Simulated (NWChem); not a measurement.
System: CH5BFN; SMILES FBNC

Here is an NWChem input.

```
start job
memory heap 200 mb stack 900 mb global 1100 mb
geometry units angstroms noautoz
  B     -0.450152    -0.691123     0.000000
  F      0.109401    -1.914141     0.000000
  H     -1.642271    -0.593624     0.000000
  N      0.370209     0.438351     0.000000
  C     -0.069302     1.823511     0.000000
  H      1.375804     0.307261     0.000000
  H      0.284619     2.362523    -0.888572
  H      0.284619     2.362523     0.888572
  H     -1.161864     1.850434     0.000000
end
basis spherical
  * library def2-svp
end
dft
  xc m06-l
  iterations 150
  mulliken
end
task dft energy
```

All runs use the structure optimised with B3LYP/6-31G* (spherical d).

Question: What results follow from this input? (M06-L/def2-SVP.) Quantities: energy (Ha); highest occupied level (eV); orbital gap (eV); dipole (D).

Answer: 
- energy (Ha): -220.46
- highest occupied level (eV): -6.55
- orbital gap (eV): 7.25
- dipole (D): 2.54
